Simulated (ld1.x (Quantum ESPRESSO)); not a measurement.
Configuration tests for aluminium (Al) (ultrasoft)

aluminium (Al), ultrasoft, made with ld1.x (Quantum ESPRESSO) 7.5 (Wu–Cohen, scalar-relativistic). Core [Ne], reference 3s2 3p1. Waves: 3s (bound): rcut 1.60, rcutus 2.05 bohr; 3s channel at 1.5 Ry: rcut 1.60, rcutus 2.05 bohr; 3p (bound): rcut 3.00, rcutus 3.15 bohr; 3p channel at 0.4 Ry: rcut 3.00, rcutus 3.15 bohr; 3d channel at 0.05 Ry: rcut 1.70, rcutus 2.40 bohr; 3d channel at 0.75 Ry: rcut 1.70, rcutus 2.40 bohr. Local part: all-electron potential smoothed inside 2.20 bohr (lloc = -2). Core correction: Bessel-smoothed model core, default radius (core density twice the valence density). Augmentation charge: built from norm-conserving waves at rcut, not smoothed further.

Energies are relative to the spin-unpolarised reference configuration 3s2 3p1; without spin polarisation the order of configurations can differ from experiment.

Give the all-electron excitation energy and the error of the potential for: 3s2 3p0; 3s1 3p0; 3s2 3p0.5; 3s2 3p1.3; 3s1 3p1; 3s0 3p3; 3s1 3p2.

```json
{"valence configuration": "3s2 3p0", "charge": "+1", "ΔE all-electron (eV)": "5.738", "error AE − PS (meV)": "0.0"}
{"valence configuration": "3s1 3p0", "charge": "+2", "ΔE all-electron (eV)": "24.931", "error AE − PS (meV)": "-2.2"}
{"valence configuration": "3s2 3p0.5", "charge": "+0.5", "ΔE all-electron (eV)": "2.072", "error AE − PS (meV)": "-0.2"}
{"valence configuration": "3s2 3p1.3", "charge": "-0.3", "ΔE all-electron (eV)": "-0.564", "error AE − PS (meV)": "-0.1"}
{"valence configuration": "3s1 3p1", "charge": "+1", "ΔE all-electron (eV)": "11.540", "error AE − PS (meV)": "+7.0"}
{"valence configuration": "3s0 3p3", "charge": "0", "ΔE all-electron (eV)": "10.415", "error AE − PS (meV)": "+6.6"}
{"valence configuration": "3s1 3p2", "charge": "0", "ΔE all-electron (eV)": "5.129", "error AE − PS (meV)": "-0.1"}
```
